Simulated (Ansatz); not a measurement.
Gas-phase electronic energies from Ansatz, PBE0-D4/def2-TZVP geometries. CCSD(T)/CBS adds triple-zeta CCSD(T) − MP2 to the extrapolated MP2 energy (def2 sets, frozen cores). DFT in def2-TZVPP. def2 core potentials past Kr. For W outer-core shells are correlated without core-valence functions, which leaves a few kJ/mol of doubt a bond. One conformer a species, not always the lowest.

`[OH][W]([OH])([OH])([F])([Cl])[Cl]` + `F[C@H]1[SiH2][C@@H]1Cl` → `[OH][W]([OH])([OH])([F])([F])[Cl]` + `Cl[C@@H]1[SiH2][C@H]1Cl`  (redistribution)

| level | ΔE (kJ/mol) |
| --- | --- |
| PBE0 | -55.6 |
| MP2/def2-TZVPP | -60.1 |

Question: What does CCSD(T)/CBS give? (An estimate is asked.)

Answer: The calculation gave: -61.9 kJ/mol. The listed levels differ from it by 6.3, 1.8 kJ/mol.

Largest T1 diagnostic among the species: 0.022, so the coupled-cluster value is less sure than usual.
